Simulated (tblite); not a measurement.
Species: C₇H₁₀O.
SMILES with atom numbers: `[CH:1]#[C:2]/[C:3](=[CH:4]/[CH2:5][CH3:6])[CH2:7][OH:8]` (hydrogens: H9 on C1; H10 on C4; H11, H12 on C5; H13, H14, H15 on C6; H16, H17 on C7; H18 on O8)

Computed with GFN2-xTB (tblite), gas phase: Langevin dynamics at 300 K from the optimised GFN2-xTB geometry, time step 0.5 fs, friction 0.01 fs⁻¹, 2000 steps.

Start geometry:
```
atom  x, y, z in Å
C1      3.141   -1.359    0.355
C2      2.083   -0.804    0.233
C3      0.869   -0.087    0.084
C4     -0.284   -0.625    0.493
C5     -1.636    0.006    0.429
C6     -2.487   -0.648   -0.662
C7      1.025    1.301   -0.502
O8      1.267    2.281    0.487
H9      4.051   -1.870    0.463
H10    -0.264   -1.631    0.894
H11    -2.130   -0.137    1.393
H12    -1.559    1.078    0.249
H13    -2.035   -0.493   -1.640
H14    -3.486   -0.220   -0.669
H15    -2.570   -1.719   -0.490
H16     1.844    1.290   -1.237
H17     0.111    1.616   -1.009
H18     2.053    2.027    0.984
```

The statistics below take the 31 frames saved every 25 fs from 250 to 1000 fs; their kinetic temperature (all 3N coordinates) averages 282 K.

**Question.** Give the mean, spread and extremes of the bond lengths.

**Answer.** 
| bond | start (Å) | mean (Å) | standard deviation (Å) | shortest (Å) | longest (Å) |
| --- | --- | --- | --- | --- | --- |
| C1≡C2 | 1.201 | 1.203 | 0.015 | 1.166 | 1.229 |
| C2–C3 | 1.418 | 1.421 | 0.022 | 1.362 | 1.467 |
| C3=C4 | 1.336 | 1.335 | 0.025 | 1.288 | 1.394 |
| C4–C5 | 1.493 | 1.491 | 0.023 | 1.445 | 1.530 |
| C5–C6 | 1.531 | 1.534 | 0.037 | 1.462 | 1.601 |
| C3–C7 | 1.515 | 1.530 | 0.032 | 1.465 | 1.585 |
| C7–O8 | 1.414 | 1.416 | 0.028 | 1.365 | 1.472 |
| C1–H9 | 1.049 | 1.054 | 0.020 | 1.008 | 1.096 |
| C4–H10 | 1.084 | 1.091 | 0.024 | 1.047 | 1.140 |
| C5–H11 | 1.093 | 1.100 | 0.020 | 1.065 | 1.138 |
| C5–H12 | 1.090 | 1.094 | 0.026 | 1.041 | 1.142 |
| C6–H13 | 1.088 | 1.091 | 0.030 | 1.029 | 1.152 |
| C6–H14 | 1.087 | 1.090 | 0.032 | 1.029 | 1.154 |
| C6–H15 | 1.088 | 1.090 | 0.031 | 1.032 | 1.154 |
| C7–H16 | 1.101 | 1.106 | 0.019 | 1.076 | 1.158 |
| C7–H17 | 1.091 | 1.100 | 0.039 | 1.019 | 1.197 |
| O8–H18 | 0.964 | 0.967 | 0.027 | 0.914 | 1.029 |

**Question.** Give the same statistics for bond angles, one of each kind among heavy atoms.

**Answer.** 
| angle | start (°) | mean (°) | standard deviation (°) | smallest (°) | largest (°) |
| --- | --- | --- | --- | --- | --- |
| C1–C2–C3 | 177.1 | 169.6 | 5.5 | 156.8 | 178.3 |
| C2–C3–C4 | 120.3 | 122.6 | 3.7 | 116.4 | 134.1 |
| C2–C3–C7 | 114.5 | 114.8 | 3.1 | 107.0 | 121.5 |
| C4–C3–C7 | 125.2 | 122.1 | 2.9 | 117.1 | 129.0 |
| C3–C4–C5 | 126.7 | 124.9 | 2.7 | 118.9 | 130.5 |
| C4–C5–C6 | 110.7 | 111.9 | 4.0 | 105.5 | 122.3 |
| C3–C7–O8 | 112.5 | 111.9 | 3.4 | 105.0 | 117.6 |

**Question.** How far does each atom move about its mean position (frames aligned on the start, all atoms weighted alike), and what rms force does it feel?

**Answer.** 
```json
{"atom": "C1", "rms displacement (Å)": "0.21", "rms force (eV/Å)": "1.73"}
{"atom": "C2", "rms displacement (Å)": "0.15", "rms force (eV/Å)": "1.58"}
{"atom": "C3", "rms displacement (Å)": "0.19", "rms force (eV/Å)": "1.91"}
{"atom": "C4", "rms displacement (Å)": "0.33", "rms force (eV/Å)": "2.00"}
{"atom": "C5", "rms displacement (Å)": "0.36", "rms force (eV/Å)": "1.66"}
{"atom": "C6", "rms displacement (Å)": "0.33", "rms force (eV/Å)": "1.97"}
{"atom": "C7", "rms displacement (Å)": "0.25", "rms force (eV/Å)": "1.79"}
{"atom": "O8", "rms displacement (Å)": "0.33", "rms force (eV/Å)": "1.51"}
{"atom": "H9", "rms displacement (Å)": "0.35", "rms force (eV/Å)": "0.79"}
{"atom": "H10", "rms displacement (Å)": "0.49", "rms force (eV/Å)": "0.90"}
{"atom": "H11", "rms displacement (Å)": "0.73", "rms force (eV/Å)": "0.74"}
{"atom": "H12", "rms displacement (Å)": "0.77", "rms force (eV/Å)": "0.94"}
{"atom": "H13", "rms displacement (Å)": "0.79", "rms force (eV/Å)": "1.04"}
{"atom": "H14", "rms displacement (Å)": "0.41", "rms force (eV/Å)": "1.12"}
{"atom": "H15", "rms displacement (Å)": "0.71", "rms force (eV/Å)": "1.06"}
{"atom": "H16", "rms displacement (Å)": "0.44", "rms force (eV/Å)": "0.65"}
{"atom": "H17", "rms displacement (Å)": "0.36", "rms force (eV/Å)": "1.24"}
{"atom": "H18", "rms displacement (Å)": "0.50", "rms force (eV/Å)": "1.19"}
```

The displacements run from 0.15 to 0.79 Å, the largest at H13.

The run is classical and short, so these are rough statistics of one trajectory.

What follows is the cost of the whole dynamics run. The run took 20 s of wall time on one thread of an Arm Neoverse N1, no GPU, shared host, and the process peaked at 0.18 GiB of memory.
